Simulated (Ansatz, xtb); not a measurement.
## A geometry optimisation of C4H10AlF with r2SCAN-D4/def2-SVP

The starting geometry of this gas-phase singlet was built from a drawn formula by distance geometry and a force field; its bonds are those of `C[CH2][AlH][C@H](C)F`.

```xyz
16

C     1.2225   -1.9776   -0.3412
C    -0.0771   -1.3578   -0.7610
C     0.6615    1.7465    0.5546
C     0.9756    2.3850   -0.8310
Al   -0.5590    0.2340    0.4016
F     1.8760    1.2996    1.1126
H     2.0507   -1.2356   -0.3734
H     1.1151   -2.3534    0.7350
H     1.4954   -2.8379   -0.9628
H    -0.8818   -2.1038   -0.7383
H     0.0072   -0.9766   -1.8482
H    -1.9610    0.2355    1.1621
H     0.2399    2.5061    1.2190
H     1.4732    1.5804   -1.4907
H     1.7175    3.2080   -0.6718
H     0.0661    2.7457   -1.3002
```

**Question.** Where would you expect an optimisation with r2SCAN-D4/def2-SVP to take it?

**Answer.** A new bond forms, giving a structure with F6 bridging Al5 and C3, given below by its coordinates. Distances that change by over a tenth: C3–F6 (1.41 → 1.61 Å). Contacts that close: Al5–F6 (2.75 → 1.93 Å).

The energy falls by 0.56 eV over 26 steps:

| step | E − E(last) (eV) |
| --- | --- |
| 1 | 0.560 |
| 4 | 0.269 |
| 7 | 0.247 |
| 9 | 0.202 |
| 12 | 0.033 |
| 15 | 0.002 |
| 18 | 0.002 |
| 20 | 0.001 |
| 23 | 0.000 |
| 26 | 0.000 |

Final geometry (Å):

```yaml
atoms:
  - { symbol: C, position_ang: [1.3283, -1.7905, -0.4827] }
  - { symbol: C, position_ang: [-0.1256, -1.3184, -0.6553] }
  - { symbol: C, position_ang: [0.1983, 1.9069, 0.2463] }
  - { symbol: C, position_ang: [1.2010, 2.2421, -0.8038] }
  - { symbol: Al, position_ang: [-0.6554, 0.1514, 0.5430] }
  - { symbol: F, position_ang: [0.9394, 0.9284, 1.2939] }
  - { symbol: H, position_ang: [2.0515, -0.9711, -0.6302] }
  - { symbol: H, position_ang: [1.5121, -2.1875, 0.5299] }
  - { symbol: H, position_ang: [1.5971, -2.5910, -1.1940] }
  - { symbol: H, position_ang: [-0.8125, -2.1744, -0.5176] }
  - { symbol: H, position_ang: [-0.2850, -0.9945, -1.7031] }
  - { symbol: H, position_ang: [-1.8052, 0.0710, 1.6379] }
  - { symbol: H, position_ang: [-0.0394, 2.7631, 0.8954] }
  - { symbol: H, position_ang: [1.5024, 1.3689, -1.4021] }
  - { symbol: H, position_ang: [2.1020, 2.7367, -0.4018] }
  - { symbol: H, position_ang: [0.7126, 2.9569, -1.4897] }
```

From the same start GFN2-xTB reaches the same bonding as this run.

No frequencies were run, so the end isn't proven a minimum. Run with Ansatz 0.2.0, 100 s on 2 threads of Arm Neoverse V2, with other jobs on the host.
